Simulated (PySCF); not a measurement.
All values are calculated (PySCF 2.14.0 with density-fitted response routines): GIAO PBE0/pcSseg-1 shieldings, GFN2-xTB structure. One conformer, no relativistic terms, equivalent nuclei averaged, gas phase.

Scale: 1H (31.72 ppm), 13C (186.93 ppm) against TMS (reference shieldings calculated alike). Shifts are as computed. Against solution values, carbons near 30 ppm lie about +3 ppm off and those near 130 ppm about +5 ppm; carbons on Cl a further +6 ppm. Of 1211 compounds with measured shifts, 218 miss one by over three times the rms of a fit or turn the order of signals round; such compounds aren't used in these exercises. Carbons bonded to Cl come out too deshielded.

Question: Order these molecules by the shift of their most shielded carbon-bound hydrogen, lowest δ first.
A. C=C/C([SiH3])=P\CC#N
B. C#C/C(C#N)=N\C1CC1
C. COCc1cnoc1Cl
D. C#Cc1cnncc1C

Answer: B (1.49 ppm, hydrogen on a three-membered-ring carbon), D (2.50 ppm, hydrogen on a methyl carbon on an aromatic ring), A (2.91 ppm, hydrogen on an sp3 CH2 bonded to P, α to a nitrile), C (3.62 ppm, hydrogen on a methyl carbon bonded to O).

Question: Order these molecules by the shift of their most deshielded carbon-bound hydrogen, lowest δ first.
A. C#C/C(C#N)=N\C1CC1
B. C#Cc1cnncc1C
C. C=C/C([SiH3])=P\CC#N
D. COCc1cnoc1Cl

Answer: A (3.76 ppm, hydrogen on a three-membered-ring carbon), C (7.37 ppm, hydrogen on an alkene CH), D (8.25 ppm, hydrogen on an aromatic CH next to a ring nitrogen), B (9.53 ppm, hydrogen on an aromatic CH next to a ring nitrogen).

Question: How many 13C and 1H signals does each give (equivalence by symmetry and fast rotation, but not about amide C–N or C=N bonds)? `C#Cc1cnncc1C`, `C#C/C(C#N)=N\C1CC1`, `C=C/C([SiH3])=P\CC#N`, `COCc1cnoc1Cl`

Answer: C#Cc1cnncc1C: 7 C, 4 H; C#C/C(C#N)=N\C1CC1: 6 C, 4 H; C=C/C([SiH3])=P\CC#N: 5 C, 5 H; COCc1cnoc1Cl: 5 C, 3 H.
